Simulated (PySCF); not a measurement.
# How the method changes the constants of RbMg⁺

State: ¹Σ⁺ (singlet), closed shell. Set-up: Rb def2-SVP with ECP28, Mg def2-SVP; scalar-relativistic core potentials (PySCF 2.14). De refers to Rb⁺ + Mg in their ground configurations, without counterpoise correction. A positive dipole points towards Mg; it is taken about the centre of mass and depends on that origin.

```
      Level  Re (Å)  ωe (cm⁻¹)  De (eV)  μ (D)  CPU s a point (SCF and correlation, without the integrals)
    RHF-MP2   4.042       80.4    0.263    n/a                                                       0.066
RHF-SCS-MP2   4.068       78.6    0.251    n/a                                                         n/a
   RHF-CCSD   4.053       79.7    0.252    n/a                                                         n/a
RHF-CCSD(T)   4.041       80.5    0.257    n/a                                                         1.6
        PBE   3.955       83.5    0.305  -0.55                                                        0.44
     r²SCAN   4.036       79.6    0.254  -0.85                                                        0.63
    r²SCANh   4.027       80.0    0.255  -0.84                                                        0.65
       PBE0   3.970       83.2    0.285  -0.65                                                        0.85
    r²SCAN0   4.014       80.7    0.257  -0.83                                                        0.63
  BHandHLYP   4.012       79.5    0.254  -0.86                                                        0.32
```

(1) Which functional lies closest to RHF-CCSD(T) in De, which farthest, and by how much do they differ from it?

(2) What does a quarter of exact exchange do here, going from PBE to PBE0?

(3) What does a quarter of exact exchange do here, going from r²SCAN to r²SCAN0?

Correlated steps freeze 1 core orbital. Closed-shell solutions of metal pairs were not tested for spin polarisation, which can lower them a little. The bond is weak. Basis-set superposition, not corrected here, can be much of De in a small basis, most of all at correlated wavefunction levels. For an ion De counts to the pair picked by the measured ionisation energies or electron affinities, which need not be the lowest pair at this level.

The whole job (state search and all levels along the bond) took about 1.2 min on 1 thread of Arm Neoverse N1 (shared host), peak memory 0.47 GiB.

## Answers

(1) Closest is r²SCAN0 (-2.7 pm in Re, +0.2 % in ωe, +0.00 eV in De against RHF-CCSD(T) in the same basis), farthest PBE (-8.6 pm in Re, +3.7 % in ωe, +0.05 eV in De). CCSD(T) converges more slowly with the basis than the functionals do and binds too weakly in this one, so the order can change at the basis-set limit.

(2) PBE0 less PBE: +1.5 pm in Re, -0.4 % in ωe, -0.02 eV in De. Exact exchange removes part of the self-interaction that spreads semilocal densities, and in most molecules shortens and stiffens the bond and lowers De; here Re goes the other way.

(3) r²SCAN0 less r²SCAN: -2.2 pm in Re, +1.4 % in ωe, +0.00 eV in De. Exact exchange removes part of the self-interaction that spreads semilocal densities, and in most molecules shortens and stiffens the bond and lowers De; so it does here.
